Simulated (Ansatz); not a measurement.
A geometry optimisation of HNOZn with r2SCAN-D4/def2-TZVP

The starting geometry of this gas-phase singlet was optimised with GFN2-xTB.

```yaml
atoms:
  - { symbol: N, position_ang: [-0.7581, -0.9831, -1.6821] }
  - { symbol: O, position_ang: [-1.5590, -0.5401, -0.8093] }
  - { symbol: Zn, position_ang: [-2.5826, 1.1588, -0.8641] }
  - { symbol: H, position_ang: [-1.2569, -1.6229, -2.3394] }
```

Predict what becomes of its bonds when it is optimised with r2SCAN-D4/def2-TZVP.

It loosens into HNO + Zn, which stay close as a complex. Contacts that open: O2–Zn3 (1.98 → 2.87 Å).

The energy falls by 0.17 eV over 10 steps:

```json
{"step": "1", "E − E(last) (eV)": "0.173"}
{"step": "2", "E − E(last) (eV)": "0.122"}
{"step": "3", "E − E(last) (eV)": "0.054"}
{"step": "4", "E − E(last) (eV)": "0.037"}
{"step": "5", "E − E(last) (eV)": "0.014"}
{"step": "6", "E − E(last) (eV)": "0.003"}
{"step": "7", "E − E(last) (eV)": "0.001"}
{"step": "8", "E − E(last) (eV)": "0.000"}
{"step": "9", "E − E(last) (eV)": "0.000"}
{"step": "10", "E − E(last) (eV)": "0.000"}
```

Final geometry (Å):

```yaml
atoms:
  - { symbol: N, position_ang: [-0.6474, -1.1385, -1.7186] }
  - { symbol: O, position_ang: [-1.4104, -0.7608, -0.8642] }
  - { symbol: Zn, position_ang: [-2.9155, 1.6774, -0.7149] }
  - { symbol: H, position_ang: [-1.1833, -1.7655, -2.3972] }
```

The end wasn't checked by frequencies. Run with Ansatz 0.2.0, 20 s on 2 threads of Arm Neoverse V1, with other jobs on the host.
